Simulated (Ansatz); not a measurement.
Geometry optimisation, Ansatz, RKS PBE-D4/def2-SVP.

Input:

```yaml
crystal:
  periodic: [false, false, false]
  atoms:
    - { symbol: B, position_ang: [-0.8803, 0.3756, 1.7844] }
    - { symbol: C, position_ang: [-0.2791, -0.5716, 0.7032] }
    - { symbol: C, position_ang: [0.4854, 0.1834, -0.4019] }
    - { symbol: B, position_ang: [1.405, -0.8359, -1.3061] }
    - { symbol: "N", position_ang: [-0.3506, 0.9804, -1.2662] }
    - { symbol: H, position_ang: [-0.6201, 0.3658, 2.9094] }
    - { symbol: H, position_ang: [-1.7376, 1.19, 1.4476] }
    - { symbol: H, position_ang: [-1.042, -1.1678, 0.242] }
    - { symbol: H, position_ang: [0.4098, -1.2314, 1.3035] }
    - { symbol: H, position_ang: [1.2743, 0.846, 0.1161] }
    - { symbol: H, position_ang: [1.2355, -2.0126, -1.1085] }
    - { symbol: H, position_ang: [2.0446, -0.4327, -2.151] }
    - { symbol: H, position_ang: [-1.2378, 0.4536, -1.5504] }
    - { symbol: H, position_ang: [-0.7199, 1.8281, -0.6932] }
basis:
  gaussian: { orbitals: def2-SVP }
hamiltonian:
  xc: pbe
  dispersion: d4
relax:
  f_tol: 0.02
  max_steps: 50
output:
  orbitals: {}
```

Launched with:

```bash
$ ansatz run input.yaml --threads 2 --pin off --max-ram 3072MiB --backend cpu --events-out ev --progress --plain --runs-dir out
```

Task: Where does it end, and by what steps?

Result: It converged. After 29 steps the energy has fallen by 1.509 eV; H14 moved furthest, 1.18 Å. Joined: B4–N5.

```tsv
step	energy less start (eV)	largest force component (eV/Å)	accepted
0	0.0000	2.364	yes
2	-0.4690	0.445	yes
4	-0.5203	0.369	yes
6	-0.6338	0.682	yes
8	-0.9064	0.900	yes
10	-1.3229	1.444	yes
12	-1.4669	0.527	yes
14	-1.4957	0.258	yes
16	-1.5009	0.100	yes
18	-1.5026	0.024	yes
20	-1.5035	0.045	yes
22	-1.5049	0.107	yes
24	-1.5032	0.226	no
26	-1.5050	0.146	no
28	-1.5088	0.037	yes
29	-1.5092	0.018	yes
```

```xyz
14
Properties=species:S:1:pos:R:3
B -1.107 0.310 1.788
C 0.020 -0.477 1.061
C 0.758 0.120 -0.127
B 0.914 -0.570 -1.545
N -0.128 0.634 -1.233
H -1.500 -0.036 2.888
H -1.695 1.232 1.238
H -0.565 -1.383 0.724
H 0.750 -0.934 1.763
H 1.473 0.907 0.172
H 0.339 -1.635 -1.715
H 1.817 -0.238 -2.293
H -1.132 0.452 -1.130
H 0.044 1.589 -1.561
```

Time of the run: 37 s on 2 threads of Intel(R) Xeon(R) 6975P-C (Granite Rapids), with other jobs on the host, peak memory 0.18 GiB.
